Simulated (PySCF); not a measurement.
Cu²⁺ (copper, charge +2): UHF calculation

Configuration: [Ar] 3d9, 2D determinant. Computed with PySCF 2.14 in x2c-TZVPPall (6s5p4d2f1g, 64 functions), with scalar relativity by spin-free X2C-1e.

```json
{
 "Total energy": "-1652.258879 hartree",
 "One-electron energy": "-2280.2499 hartree",
 "Hartree (Coulomb) energy": "694.0782 hartree",
 "Exchange energy": "-66.0872 hartree",
 "⟨S²⟩": "0.7513",
 "⟨L²⟩": "6.013",
 "Sum of ⟨r⟩": "15.86 bohr",
 "Sum of ⟨r²⟩": "15.10 bohr²",
 "Traceless quadrupole moment −½Σ⟨3z² − r²⟩ along its main axis": "-0.328 e·bohr²",
 "Langevin diamagnetic susceptibility": "-12.0 ×10⁻⁶ cm³/mol"
}
```

```
shell  electrons  mean orbital energy (hartree)  spread (hartree)  rms radius, mean of both spins (bohr)
 1s α          1                     -333.45770                 0                                 0.0601
 1s β          1                     -333.45674                 0                                 0.0601
 2s α          1                      -42.66089                 0                                  0.254
 2s β          1                      -42.61990                 0                                  0.254
 2p α          3                      -36.80317           0.04350                                  0.228
 2p β          3                      -36.76260           0.00124                                  0.228
 3s α          1                       -6.18115                 0                                  0.763
 3s β          1                       -6.07498                 0                                  0.763
 3p α          3                       -4.39079           0.08842                                  0.811
 3p β          3                       -4.26387           0.06034                                  0.811
 3d α          5                       -1.48878           0.10620                                   1.03
 3d β          4                       -1.42784           0.08279                                   1.03
```

Densities and radii are taken from the X2C orbitals without a picture-change correction, which distorts them close to the nucleus.

Spin-orbit constants ζ (cm⁻¹) from the X2C one-electron operator on these orbitals: bare nucleus, nucleus screened by l(l+1)(2l+1)/3 electrons, and screened by the Breit-Pauli mean field of the electrons.

```
shell    bare  screened nucleus  mean field
   2p  114800            106900      103200
   3p   14440             13450       12910
   3d    1420             930.1       845.6
```

To first order the Landé constant is A = -845.6 cm⁻¹, so the lowest level has J = 5/2 and lies 0.105 eV below the centre of the term.
